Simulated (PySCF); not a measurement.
Sn(Et)(OH)2(NH2), C2H9NO2Sn, SMILES [NH2][Sn]([OH])([CH2]C)[OH], GFN2-xTB optimised geometry.

```
15

C     -1.16    -1.66     3.00
C     -1.52    -2.19     1.63
Sn    -0.61    -1.04     0.00
N      1.44    -1.04     0.00
O     -1.15    -1.62    -1.82
O     -1.26     0.83     0.00
H     -0.09    -1.73     3.18
H     -1.46    -0.62     3.11
H     -1.67    -2.25     3.76
H     -1.18    -3.22     1.50
H     -2.59    -2.15     1.46
H      1.79    -0.61    -0.85
H      1.80    -0.47     0.76
H     -0.69    -2.39    -2.15
H     -1.80     1.04    -0.76
```

Density from CAM-B3LYP/def2-TZVP, def2 effective core potentials past Kr in PySCF at that geometry. The core electrons that the potentials of Sn replace are not part of the density.

Minimum of the electron density along straight lines between bonded atoms, close to the bond critical point (lines longer than 1.1 times the sum of covalent radii, or with two minima, are not listed):

| bond | length / Å | ρ at the minimum / e bohr⁻³ | ∇²ρ there / e bohr⁻⁵ | position (fraction from the first atom) |
|---|---|---|---|---|
| C1–C2 | 1.511 | 0.251 | -0.63 | 0.49 |
| C2–Sn3 | 2.193 | … | … | 0.49 |
| Sn3–N4 | 2.051 | 0.114 | … | 0.51 |
| Sn3–O5 | 1.985 | 0.116 | 0.46 | 0.51 |
| Sn3–O6 | 1.979 | 0.119 | 0.47 | 0.51 |
| C1–H7 | 1.087 | 0.282 | -0.98 | 0.64 |
| C1–H8 | 1.087 | 0.282 | -0.98 | 0.64 |
| C1–H9 | 1.090 | 0.279 | -0.96 | 0.64 |
| C2–H10 | 1.087 | 0.281 | -0.96 | 0.64 |
| C2–H11 | 1.088 | 0.280 | -0.96 | 0.64 |
| N4–H12 | 1.015 | 0.331 | -1.56 | 0.73 |
| N4–H13 | 1.014 | 0.332 | -1.55 | 0.73 |
| O5–H14 | 0.955 | 0.362 | -2.44 | 0.80 |
| O6–H15 | 0.956 | 0.360 | -2.43 | 0.81 |

### Question
Fill in the missing entries.

### Answer

- C2–Sn3, ρ at the minimum / e bohr⁻³: 0.100
- C2–Sn3, ∇²ρ there / e bohr⁻⁵: 0.07
- Sn3–N4, ∇²ρ there / e bohr⁻⁵: 0.30
